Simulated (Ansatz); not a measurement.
Ligand exchange: C3H7Cl + GeH3(NH2) → C3H9N + GeH3Cl

Gas-phase species: C3H7Cl (2-chloropropane) `CC(C)Cl`, singlet; GeH3(NH2), singlet; C3H9N (isopropylamine) `CC(C)N`, singlet; GeH3Cl (chlorogermane) `[Cl][GeH3]`, singlet. The partners trade Cl for NH2: C–Cl and Ge–NH2 bonds give way to C–NH2 and Ge–Cl.

Shapes, held fixed at every level: PBE0-D4/def2-TZVP. Flexible molecules stand in one conformer, not always the lowest. Programs: Ansatz 0.2.0. The zero-point and thermal change to 298 K, harmonic and unscaled (PBE0-D4/def2-TZVP), is +4.0 kJ/mol.

```
               level                   kind  ΔH(298 K) (kJ/mol)  less CCSD(T)/def2-TZVPP
         HF/def2-SVP           Hartree–Fock               -74.3                    -22.7
r2SCAN-D4/def2-TZVPP               meta-GGA               -53.3                     -1.7
  PBE0-D4/def2-TZVPP          global hybrid               -56.0                     -4.4
        MP2/def2-SVP    perturbation theory               -59.7                     -8.1
    CCSD(T)/def2-SVP  coupled cluster or CI               -62.0                    -10.4
     CCSD/def2-TZVPP  coupled cluster or CI               -54.0                     -2.4
  CCSD(T)/def2-TZVPP  coupled cluster or CI               -51.6                      0.0
```

The highest level, CCSD(T)/def2-TZVPP, gives ΔH(298 K) = -51.6 kJ/mol; the levels span -74.3 to -51.6. The column of differences is taken from that level and isn't an error. No measured value is set beside it here. Relativity is left out for Ge. Outer-core shells of Ge are correlated, in sets that cover them unevenly.
